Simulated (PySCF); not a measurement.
Electronic absorption of C2H10OSi2

Compound: C2H10OSi2.
Z-matrix (Å and degrees, PBE0-D3(BJ)/def2-SVP geometry), rows numbered from 1:
```
C 
Si  1  1.8718
O   2  1.6572  1  111.05
Si  3  1.6577  2  150.08  1   -26.56
C   4  1.8712  3  110.96  2    51.72
H   1  1.1018  2  110.38  3   179.26
H   1  1.1015  2  111.09  3    59.73
H   1  1.1011  2  111.17  3   -60.88
H   2  1.4953  1  109.75  3  -120.77
H   2  1.4930  1  110.10  3   119.45
H   4  1.4924  3  107.70  2   172.28
H   4  1.4968  3  109.49  2   -69.49
H   5  1.1011  4  110.91  3    57.99
H   5  1.1011  4  111.31  3   -62.55
H   5  1.1019  4  110.34  3   177.63
```

Method: TDDFT wB97X-D/def2-SVPD, vertical, gas phase, core orbitals frozen in the response in PySCF.

```
state  E (eV)  λ (nm)  ν̃ (cm⁻¹)       f     main configurations (H = HOMO, L = LUMO)
   S1    7.62   162.7      61480  0.0032        H→L+1 (50%), H→L (25%), H-1→L+1 (11%)
   S2    7.76   159.9      62550  0.0019      H-1→L+1 (51%), H-1→L (24%), H→L+1 (11%)
   S3    8.23   150.7      66370   0.057                       H→L (57%), H→L+1 (25%)
   S4    8.31   149.2      67040   0.054                   H-1→L (59%), H-1→L+1 (24%)
   S5    8.48   146.2      68400   0.026    H-3→L+1 (34%), H→L+2 (24%), H-2→L+1 (11%)
   S6    8.54   145.1      68900   0.040  H-2→L+1 (38%), H-1→L+2 (21%), H-3→L+1 (12%)
   S7    8.65   143.4      69730   0.058        H-2→L (34%), H→L+2 (27%), H→L+5 (13%)
   S8    8.71   142.3      70270   0.033    H-1→L+2 (27%), H-3→L (27%), H-1→L+5 (17%)
   S9    8.87   139.9      71510   0.061     H→L+3 (42%), H-1→L+3 (28%), H-3→L+4 (9%)
  S10    9.04   137.1      72920   0.091      H-1→L+3 (30%), H→L+3 (16%), H→L+4 (11%)
```

Triplets (Tamm–Dancoff): T1 7.34 eV, H→L+1 (49%), H→L (17%), H-1→L+1 (16%); T2 7.50 eV, H-1→L+1 (48%), H-1→L (18%), H→L+1 (14%); T3 7.97 eV, H→L (50%), H→L+1 (18%), H-2→L+2 (9%); T4 8.06 eV, H-1→L (32%), H-3→L+1 (16%), H-1→L+1 (10%).

The lowest singlet lies at 7.62 eV (163 nm, vacuum ultraviolet) and is very weak; its leading configuration is HOMO→LUMO+1 (50%). The most intense listed level is S10 at 9.04 eV (137 nm, f = 0.091), 1.42 eV above S1. It is the last of those listed, so stronger ones may follow. Löwdin shares by element: HOMO oxygen 31%, silicon 24%, carbon 12% or more (atoms not listed hold the other 33%); LUMO silicon 42%, carbon 19% (atoms not listed hold the other 39%). Weighted by f, the mean energy of these states is 8.64 eV. The listed states span 1.42 eV, and the widest gap between neighbours is 0.47 eV (S2 to S3). Of the 10 states listed, 8 reach f = 0.01 and none stays under 0.0005. No computed singlet lies in the visible range (380 to 750 nm); the lowest, at 163 nm, stands 4.36 eV above its violet end (3.26 eV). All these states lie below the vertical ionisation energy of 10.35 eV (ΔSCF). Only the lowest 10 singlets were computed, as vertical energies without vibronic structure.

One conformer stands for the species.
